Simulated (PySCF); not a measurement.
SMILES C[O][Mg][NH2] (B3LYP/def2-SVP optimised geometry):

```
9

Mg    -0.550     0.100     0.000
O      1.228     0.100     0.000
C      2.607     0.125    -0.014
H      3.012     0.394    -1.012
H      3.022     0.860     0.706
H      3.046    -0.860     0.250
N     -2.438     0.097     0.002
H     -3.041    -0.555     0.499
H     -3.046     0.748    -0.491
```

Calculation: PySCF with B3LYP/def2-TZVP.

### Question
What are the frontier orbital energies and the dipole moment?

### Answer
HOMO-2 -6.79 eV, HOMO-1 -6.79 eV, HOMO -6.09 eV, LUMO -1.23 eV, LUMO+1 0.36 eV; dipole moment 0.73 D.

On the same geometry PBE/def2-TZVP (PySCF 2.14.0) gives HOMO-2 -5.51 eV, HOMO-1 -5.51 eV, HOMO -4.96 eV, LUMO -1.66 eV, LUMO+1 -0.05 eV; dipole moment 0.80 D.

Meta-Löwdin charges at B3LYP/def2-TZVP: Mg1 1.48, O2 -0.97, C3 -0.07, H4 0.08, H5 0.08, H6 0.08, N7 -1.11, H8 0.21, H9 0.21.
